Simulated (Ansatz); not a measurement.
This geometry of BClF2 + FH (6 atoms, charge 0, multiplicity 1) is a first-order saddle point.

Level of theory: RKS BLYP-D4/def2-SVP in Ansatz 0.2.0.

```xyz
6
Properties=species:S:1:pos:R:3
B 0.011 -0.190 0.037
Cl 0.003 0.222 2.043
F 1.160 0.166 -0.533
F -1.158 0.099 -0.528
F 0.057 -1.726 0.429
H 0.047 -1.301 1.503
```

Question: Which two structures does it join? (They come from a converged band through this point; their orientation in space is the band's.)

Answer: Bonds broken: B1–Cl2, F5–H6. Bonds formed: B1–F5, Cl2–H6. BClF2 + FH becomes BF3 + ClH.

Initial state:

```xyz
6
Properties=species:S:1:pos:R:3
B -0.001 0.210 0.107
Cl -0.009 0.571 1.869
F 1.147 0.227 -0.550
F -1.151 0.157 -0.546
F 0.070 -2.077 0.581
H 0.065 -1.819 1.489
```

Final state:

```xyz
6
Properties=species:S:1:pos:R:3
B 0.016 -0.380 -0.468
Cl 0.000 0.061 2.560
F 1.148 0.268 -0.703
F -1.152 0.206 -0.689
F 0.053 -1.661 -0.098
H 0.054 -1.223 2.349
```

Question: How far does it lie above each of them?

Answer: 8.3 kcal/mol above the first and 24.8 kcal/mol above the second. This is the barrier of this one path; another mechanism may lie lower. The orbitals stay closed-shell, which can raise the energy where a bond breaks towards radicals; this wasn't checked here.

Run time: 2.5 min on 1 thread of Arm Neoverse V2, on a shared host, peak memory 0.14 GiB.
